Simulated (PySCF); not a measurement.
## Working out the ionisation energy of Sc⁺

Sc⁺ [Ar] 3d1 4s1 (3D) → Sc²⁺ [Ar] 3d1 (2D). Computed with PySCF 2.14 in x2c-TZVPPall with one added diffuse shell each of s, p, d, f type (7s6p5d3f1g, 80 functions), with the spin-free X2C one-electron Hamiltonian (Gaussian nucleus). Frozen: [Ne]. Energies in hartree (1 hartree = 27.21139 eV):

```csv
part,Sc⁺ (lower),Sc²⁺ (upper)
UHF,-763.078234,-762.628917
MP2 opposite-spin,-0.139350,-0.129354
MP2 same-spin,-0.060133,-0.050217
```

Problem. What does Hartree-Fock give?

Solution. (-762.628917) − (-763.078234) = 0.449317 hartree = 12.227 eV.

Problem. What do MP2 and SCS-MP2 (6/5 opposite-spin, 1/3 same-spin) give?

Solution. The opposite-spin parts differ by 0.272 eV and the same-spin parts by 0.270 eV. MP2: 12.227 + (0.272) + (0.270) = 12.769 eV. SCS-MP2: 12.227 + 1.2 × (0.272) + (0.270)/3 = 12.643 eV.

A first-order spin-orbit estimate adds -0.001 eV to MP2 (valence and next inner shell), giving 12.768 eV against 12.800 eV (measured; NIST Atomic Spectra Database, ionization energies).

What remains against the reference includes basis incompleteness, the frozen core and correlation beyond second order.
